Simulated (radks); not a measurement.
Valence configurations of Sm I (all share [Xe]). Method: scalar-relativistic Kohn-Sham, PBE, spin-unpolarised, spherical densities, finite nucleus; Fermi nuclear charge, rms radius 5.0819 fm; computed with a radial shooting solver on a logarithmic mesh with Libxc functionals. Energies are relative to 4f6 6s2; eigenvalues in eV.

[
 {"valence": "4f6 6s2", "E (eV)": "0.000", "e(4f)": "-2.473", "e(5d)": "-", "e(6p)": "-", "e(6s)": "-3.583"},
 {"valence": "4f6 5d1 6s1", "E (eV)": "2.006", "e(4f)": "-1.471", "e(5d)": "-1.134", "e(6p)": "-", "e(6s)": "-3.226"},
 {"valence": "4f6 6s1 6p1", "E (eV)": "2.440", "e(4f)": "-3.743", "e(5d)": "-", "e(6p)": "-1.785", "e(6s)": "-4.292"},
 {"valence": "4f5 5d1 6s2", "E (eV)": "2.952", "e(4f)": "-7.963", "e(5d)": "-2.742", "e(6p)": "-", "e(6s)": "-3.995"},
 {"valence": "4f5 6s2 6p1", "E (eV)": "4.972", "e(4f)": "-11.152", "e(5d)": "-", "e(6p)": "-2.193", "e(6s)": "-5.291"},
 {"valence": "4f4 5d2 6s2", "E (eV)": "10.825", "e(4f)": "-14.330", "e(5d)": "-3.772", "e(6p)": "-", "e(6s)": "-4.260"},
 {"valence": "4f4 5d1.5 6s1.5 6p1", "E (eV)": "13.772", "e(4f)": "-16.634", "e(5d)": "-5.442", "e(6p)": "-2.110", "e(6s)": "-5.297"},
 {"valence": "4f4 5d1 6s2 6p1", "E (eV)": "13.930", "e(4f)": "-17.765", "e(5d)": "-6.111", "e(6p)": "-2.272", "e(6s)": "-5.623"}
]

NIST lists [Xe] 4f6 6s2 as the ground configuration; this level of theory agrees among the configurations tried. The energies are those of spherical spin-averaged densities, not of single terms. No valid solution was reached for [Xe] 4f7 6s1; [Xe] 4f6.5 6s1.5.
